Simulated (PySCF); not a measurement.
SMILES N#C/C=C\c1cccs1, singlet (GFN2-xTB optimised geometry):

```
14

N      1.134    -3.412     0.000
C      0.109    -2.893     0.000
C     -1.168    -2.318     0.000
C     -1.440    -0.998     0.000
C     -0.502     0.079     0.000
C      0.873     0.079     0.000
C      1.423     1.370     0.000
C      0.476     2.349     0.000
S     -1.112     1.715     0.000
H     -1.979    -3.036     0.000
H     -2.480    -0.698     0.000
H      1.463    -0.819     0.000
H      2.480     1.568     0.000
H      0.619     3.412     0.000
```

Level of theory: PySCF with CAM-B3LYP/def2-TZVP.

Q: What are the frontier orbital energies and the dipole moment?

A: HOMO-2 -10.30 eV, HOMO-1 -8.98 eV, HOMO -7.93 eV, LUMO -1.23 eV, LUMO+1 0.99 eV; dipole moment 3.88 D.

Meta-Löwdin charges at CAM-B3LYP/def2-TZVP: N1 -0.24, C2 0.12, C3 -0.19, C4 -0.06, C5 -0.13, C6 -0.13, C7 -0.14, C8 -0.25, S9 0.30, H10 0.15, H11 0.13, H12 0.15, H13 0.13, H14 0.15.
